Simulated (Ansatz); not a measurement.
Reaction (SMILES): C[Si](C)(Br)Br → [CH2][Si](C)(Br)Br + H atom (the C-H bond at the site shown breaks; other sites are not compared here)
Geometries: B3LYP-D3(BJ)/def2-TZVP minima from Ansatz (a quantum-chemistry and plane-wave program), one conformer each, not searched for the lowest.
Geometry of the first species:
```xyz
11

Si    -0.0983    -0.7017     0.0412
C     -1.7721    -1.4744     0.2644
C      1.2961    -1.9236    -0.0647
Br     0.2882     0.6722     1.7698
Br    -0.1216     0.5174    -1.8397
H     -2.5462    -0.7092     0.3195
H     -1.9947    -2.1342    -0.5766
H     -1.7945    -2.0586     1.1865
H      1.1428    -2.5935    -0.9131
H      1.3429    -2.5179     0.8500
H      2.2491    -1.4113    -0.1948
```

Wanted: bond dissociation energy (electronic energy difference), in kcal/mol. Correlated levels leave the core frozen unless marked. Open shells are spin-unrestricted. No spin-orbit coupling. Frozen are the shells of the preceding noble gas and the d and f shells that filled before the atom's block. Non-relativistic. CBS(X,Y): correlation extrapolated as X^-3; Hartree-Fock from the larger set.

CCSD(T)/CBS(def2-TZVPP,def2-QZVPP) (Ansatz) gives 109.3 kcal/mol.

Another calculation gave 105.3 kcal/mol. Which level was it?
A. PBE/def2-TZVPD (Ansatz)
B. wB97M-V/def2-TZVPD (Ansatz)
C. SVWN5/def2-TZVPD (Ansatz)

A, PBE/def2-TZVPD (Ansatz). The others give 118.0 (SVWN5), 109.0 (wB97M-V) kcal/mol.
